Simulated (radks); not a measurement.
Task: Neutral tungsten: order these configurations by energy. Method: scalar-relativistic Kohn-Sham, PBE, spin-polarised, spherical densities, finite nucleus; Fermi nuclear charge, rms radius of each element as measured or else 0.836 A^(1/3) + 0.57 fm; computed with a radial shooting solver on a logarithmic mesh with Libxc functionals. Open shells are filled with parallel spins first. [Xe] 4f14 5d3 6s2 6p1; [Xe] 4f14 5d4 6s1 6p1; [Xe] 4f14 5d4 6s2; [Xe] 4f14 5d5 6p1; [Xe] 4f14 5d5 6s1; [Xe] 4f14 5d6.

Result: From the lowest, in eV above it: [Xe] 4f14 5d5 6s1 0.000; [Xe] 4f14 5d4 6s2 0.739; [Xe] 4f14 5d4 6s1 6p1 3.440; [Xe] 4f14 5d5 6p1 4.485; [Xe] 4f14 5d6 4.531; [Xe] 4f14 5d3 6s2 6p1 5.261.
